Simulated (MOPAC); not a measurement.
MOPAC input (MNDO):

```
MNDO 1SCF UHF MS=0.5 GEO-OK AUX(PRECISION=9) THREADS=1
C4F5

F     2.46106200 1    0.30287400 1   -1.78815700 1
C     1.26995100 1    0.17236700 1   -1.28970100 1
C     0.84912900 1   -0.45053600 1   -0.20713700 1
F     1.70872900 1   -1.15454300 1    0.57507000 1
C    -0.53185700 1   -0.43240500 1    0.22949000 1
F    -1.14081800 1   -1.63128000 1    0.35130600 1
C    -1.23639700 1    0.65820600 1    0.51966400 1
F    -2.50277100 1    0.63521000 1    0.86308100 1
F    -0.76008600 1    1.88265100 1    0.49715600 1
```

Output:

```
 *******************************************************************************
 **                                                                           **
 **                              MOPAC v23.2.5                                **
 **                                                                           **
 *******************************************************************************
 ** MOPAC's Digital Object Identifier: https://doi.org/10.5281/zenodo.6511958 **
 **                                                                           **
 ** Please cite the open-source release paper for use of this MOPAC version:  **
 ** J. E. Moussa and J. J. P. Stewart (2026)                                  **
 ** MOPAC: An open-source semiempirical molecular orbital program             **
 ** J. Open Source Softw., 11(119), 8025, https://doi.org/10.21105/joss.08025 **
 *******************************************************************************

                              MNDO CALCULATION RESULTS

 *******************************************************************************
 *  MNDO       - The MNDO Hamiltonian to be used
 *  GEO-OK     - OVERRIDE INTERATOMIC DISTANCE AND OTHER SAFETY CHECKS
 *  UHF        - UNRESTRICTED HARTREE-FOCK CALCULATION
 *  MS=        - IN MECI, MAGNETIC COMPONENT OF SPIN =  0.5
 *  1SCF       - DO 1 SCF AND THEN STOP
 *  AUX        - OUTPUT AUXILIARY INFORMATION
 *******************************************************************************
MNDO 1SCF UHF MS=0.5 GEO-OK AUX(PRECISION=9) THREADS=1
 C4F5

   ATOM   CHEMICAL          X               Y               Z
  NUMBER   SYMBOL      (ANGSTROMS)     (ANGSTROMS)     (ANGSTROMS)

     1       F          2.46106200  *   0.30287400  *  -1.78815700  *
     2       C          1.26995100  *   0.17236700  *  -1.28970100  *
     3       C          0.84912900  *  -0.45053600  *  -0.20713700  *
     4       F          1.70872900  *  -1.15454300  *   0.57507000  *
     5       C         -0.53185700  *  -0.43240500  *   0.22949000  *
     6       F         -1.14081800  *  -1.63128000  *   0.35130600  *
     7       C         -1.23639700  *   0.65820600  *   0.51966400  *
     8       F         -2.50277100  *   0.63521000  *   0.86308100  *
     9       F         -0.76008600  *   1.88265100  *   0.49715600  *

          CARTESIAN COORDINATES

    NO.       ATOM           X           Y           Z

     1         F          2.4611      0.3029     -1.7882
     2         C          1.2700      0.1724     -1.2897
     3         C          0.8491     -0.4505     -0.2071
     4         F          1.7087     -1.1545      0.5751
     5         C         -0.5319     -0.4324      0.2295
     6         F         -1.1408     -1.6313      0.3513
     7         C         -1.2364      0.6582      0.5197
     8         F         -2.5028      0.6352      0.8631
     9         F         -0.7601      1.8827      0.4972

  C: (MNDO): M.J.S. DEWAR, W. THIEL, J. AM. CHEM. SOC., 99, 4899, (1977)
  F: (MNDO): M.J.S. DEWAR, H.S. RZEPA, J. AM. CHEM. SOC., 100, 777, (1978)

           Empirical Formula: C4 F5  =     9 atoms

      MOLECULAR POINT GROUP   :   C1

          UHF CALCULATION, NO. OF ALPHA ELECTRONS =   26
                           NO. OF BETA  ELECTRONS =   25

 -------------------------------------------------------------------------------
 MNDO 1SCF UHF MS=0.5 GEO-OK AUX(PRECISION=9) THREADS=1
 C4F5

     1SCF WAS SPECIFIED, SO BFGS WAS NOT USED
     SCF FIELD WAS ACHIEVED

                              MNDO CALCULATION
                                                       MOPAC v23.2.5 Linux

          FINAL HEAT OF FORMATION =       -150.28345 KCAL/MOL =    -628.78595 KJ/MOL

          COSMO AREA              =        140.27 SQUARE ANGSTROMS
          COSMO VOLUME            =        128.88 CUBIC ANGSTROMS

          IONIZATION POTENTIAL    =         11.017245 EV
          ALPHA SOMO LUMO (EV)    =        -11.229 -1.227
          BETA  SOMO LUMO (EV)    =        -11.017 -1.401
          NO. OF ALPHA ELECTRONS  =         26
          NO. OF BETA  ELECTRONS  =         25
          MOLECULAR WEIGHT        =        143.0360         POINT GROUP:  C1

          MOLECULAR DIMENSIONS (Angstroms)

            Atom       Atom       Distance
            F     8    F     1     5.63730
            F     9    F     6     3.53700
            F     4    C     2     1.96242

          SCF CALCULATIONS        =          1

   ATOM   CHEMICAL          X               Y               Z
  NUMBER   SYMBOL      (ANGSTROMS)     (ANGSTROMS)     (ANGSTROMS)

     1       F          2.46106200  *   0.30287400  *  -1.78815700  *
     2       C          1.26995100  *   0.17236700  *  -1.28970100  *
     3       C          0.84912900  *  -0.45053600  *  -0.20713700  *
     4       F          1.70872900  *  -1.15454300  *   0.57507000  *
     5       C         -0.53185700  *  -0.43240500  *   0.22949000  *
     6       F         -1.14081800  *  -1.63128000  *   0.35130600  *
     7       C         -1.23639700  *   0.65820600  *   0.51966400  *
     8       F         -2.50277100  *   0.63521000  *   0.86308100  *
     9       F         -0.76008600  *   1.88265100  *   0.49715600  *

                             CARTESIAN COORDINATES

   1    F        2.461062000     0.302874000    -1.788157000
   2    C        1.269951000     0.172367000    -1.289701000
   3    C        0.849129000    -0.450536000    -0.207137000
   4    F        1.708729000    -1.154543000     0.575070000
   5    C       -0.531857000    -0.432405000     0.229490000
   6    F       -1.140818000    -1.631280000     0.351306000
   7    C       -1.236397000     0.658206000     0.519664000
   8    F       -2.502771000     0.635210000     0.863081000
   9    F       -0.760086000     1.882651000     0.497156000

           Empirical Formula: C4 F5  =     9 atoms

      MOLECULAR POINT GROUP   :   C1

          ALPHA EIGENVALUES
 -51.57295 -49.64632 -47.78680 -46.24704 -45.29023 -35.11692 -30.03757 -23.86845
 -21.65239 -20.42184 -20.29654 -19.68585 -19.04471 -18.97870 -18.57687 -18.05623
 -17.38026 -17.00970 -16.82047 -16.74412 -16.72865 -16.37109 -14.86236 -12.75383
 -12.04490 -11.22868  -1.22685  -0.50883   2.16532   2.49005   2.92123   3.35022
   3.58098   3.95674   4.34110   4.66241

           BETA EIGENVALUES
 -51.73984 -49.17544 -47.54891 -46.22116 -45.33440 -34.84612 -29.63758 -23.61969
 -21.51974 -20.40900 -20.01072 -19.64362 -19.14553 -18.78066 -18.06830 -17.27381
 -17.24606 -17.14385 -16.95747 -16.87048 -16.75179 -16.24603 -14.76966 -11.95472
 -11.01725  -1.40124  -1.09640   0.08862   2.10624   2.39450   3.09829   3.47639
   3.66357   3.90149   4.43263   5.44055

              NET ATOMIC CHARGES AND DIPOLE CONTRIBUTIONS

  ATOM NO.   TYPE          CHARGE      No. of ELECS.   s-Pop       p-Pop
    1          F          -0.084997        7.0850     1.86763     5.21737
    2          C           0.140011        3.8600     1.27901     2.58098
    3          C           0.114570        3.8854     1.13266     2.75277
    4          F          -0.158213        7.1582     1.89158     5.26663
    5          C           0.098441        3.9016     1.13657     2.76499
    6          F          -0.154505        7.1545     1.88798     5.26653
    7          C           0.339688        3.6603     1.11684     2.54347
    8          F          -0.143924        7.1439     1.87639     5.26754
    9          F          -0.151070        7.1511     1.87660     5.27447
 DIPOLE           X         Y         Z       TOTAL
 POINT-CHG.    -0.122     0.897    -0.950     1.312
 HYBRID         0.082     0.016     0.043     0.094
 SUM           -0.040     0.912    -0.907     1.287

          ATOMIC ORBITAL ELECTRON POPULATIONS

     Atom    s        px        py        pz
    1  F   1.86763   1.45761   1.91485   1.84491
    2  C   1.27901   0.74488   0.94853   0.88756
    3  C   1.13266   0.83950   1.01626   0.89701
    4  F   1.89158   1.72541   1.78981   1.75141
    5  C   1.13657   0.88444   0.76354   1.11701
    6  F   1.88798   1.84341   1.47848   1.94464
    7  C   1.11684   0.74831   0.77299   1.02217
    8  F   1.87639   1.40854   1.96595   1.89304
    9  F   1.87660   1.88446   1.45415   1.93586

                    (SZ)    =    0.500000
                    (S**2)  =    1.235096

          ATOMIC ORBITAL SPIN POPULATIONS

    Atom   Total    s     px     py     pz
         Atomic
    1  F  0.1269  0.006  0.045  0.051  0.025
    2  C  1.3756  0.218  0.270  0.508  0.380
    3  C -0.5234 -0.014 -0.040 -0.319 -0.150
    4  F  0.0160 -0.001  0.006 -0.008  0.019
    5  C  0.4620  0.030  0.062  0.021  0.349
    6  F  0.0168  0.001 -0.001 -0.014  0.030
    7  C -0.4196 -0.026 -0.037 -0.018 -0.338
    8  F -0.0280 -0.002  0.008 -0.001 -0.033
    9  F -0.0263 -0.002 -0.000  0.008 -0.033

 **********************
 *                    *
 * JOB ENDED NORMALLY *
 *                    *
 **********************

 == MOPAC DONE ==
```

The geometry given is a B3LYP-D3(BJ)/def2-TZVP minimum.

The determinant is spin-contaminated: <S^2> is 1.24 against 0.75 for a pure state.
